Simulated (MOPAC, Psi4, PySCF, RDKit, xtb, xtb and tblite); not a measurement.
Two geometries of SMILES B[SiH2]CC (C₂H₉BSi), relaxed at GFN2-xTB with one dihedral held; other torsions can differ between them too.

Structure A

```
13

B      2.1420     0.5147    -0.0629
Si     0.8256    -0.8518     0.4169
C      1.3668    -1.7496     2.0248
C      2.7429    -2.3926     1.9007
H      2.7217     0.4951    -1.0791
H      2.3963     1.3968     0.6639
H     -0.5248    -0.3231     0.7003
H      0.5920    -1.9245    -0.5716
H      1.3792    -1.0385     2.8528
H      0.6375    -2.5166     2.2870
H      2.7546    -3.1193     1.0907
H      3.5036    -1.6411     1.6912
H      3.0206    -2.9080     2.8199
```

Structure B

```
13

B     -2.0980     0.6145    -0.0455
Si    -0.8612    -0.8294     0.4307
C     -0.3057    -1.8670    -1.0802
C      0.3998    -1.0272    -2.1393
H     -2.7117     0.6119    -1.0423
H     -2.2662     1.5275     0.6667
H     -1.4557    -1.7989     1.3760
H      0.3875    -0.3880     1.0867
H     -1.1739    -2.3504    -1.5331
H      0.3609    -2.6700    -0.7633
H      1.2920    -0.5609    -1.7256
H     -0.2546    -0.2376    -2.5059
H      0.7016    -1.6377    -2.9899
```

Which is lower in energy at the level DF-MP2 (frozen core)/cc-pVTZ // GFN2-xTB (Psi4 1.11), and by how much?

B is lower, by 1.43 kJ/mol (dihedral H5–B1–Si2–C3: 120° in A, 20° in B).

E(B) − E(A) in kJ/mol at the other levels, on the same two geometries: GFN2-xTB (xtb and tblite) 0.98; PBE0/def2-TZVP // GFN2-xTB (Psi4) -1.92; PBE0-D3(BJ)/def2-TZVP // GFN2-xTB (Psi4) -1.84; PBE/def2-TZVP // GFN2-xTB (Psi4) -1.60; PBE-D3(BJ)/def2-TZVP // GFN2-xTB (Psi4) -1.52; HF/cc-pVTZ // GFN2-xTB (Psi4) -2.19; UFF // GFN2-xTB (RDKit) 2.16; PM3, restricted, heats of formation // GFN2-xTB (MOPAC) -5.44; AM1, restricted, heats of formation // GFN2-xTB (MOPAC) -2.19; GFN1-xTB // GFN2-xTB (xtb) 1.61; restricted B3LYP/6-31G*, spherical d // GFN2-xTB (PySCF) -1.25; restricted Hartree-Fock/LANL2DZ, with its core potentials past Ne // GFN2-xTB (PySCF) -1.86; restricted Hartree-Fock/3-21G // GFN2-xTB (PySCF) -2.02; restricted M06-2X/6-31G*, spherical d // GFN2-xTB (PySCF) -1.71.
